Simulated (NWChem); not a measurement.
System: BeH₂O; SMILES [BeH][OH]

Here is an NWChem input.

```
start job
memory heap 200 mb stack 900 mb global 1100 mb
geometry units angstroms noautosym nocenter noautoz
  Be     0.004533    -0.854112     0.000104
  H      0.012000    -2.187218     0.000281
  O     -0.003500     0.539059    -0.000304
  H     -0.001594     1.486292     0.002728
end
basis spherical
  Be library def2-svpd
  H library def2-svpd
  O library def2-svpd
end
dft
  xc b3lyp
  iterations 150
  vectors input atomic output neutral.movecs
end
task dft energy
charge 1
dft
  odft
  mult 2
  vectors input atomic output cation.movecs
end
task dft energy
charge -1
dft
  odft
  mult 2
  vectors input atomic output anion.movecs
end
task dft energy
```

The geometry was optimised at PBE0/def2-SVP.

Ions are spin-unrestricted doublets at the neutral geometry; other ion states weren't tried.

Task: What results follow from this input? (B3LYP/def2-SVPD, vertical spin-unrestricted ions.) Quantities: vertical ionisation energy, ΔSCF (eV); −ε(HOMO) (eV).

Result: 
* **vertical ionisation energy, ΔSCF (eV)**: 12.06
* **−ε(HOMO) (eV)**: 8.79
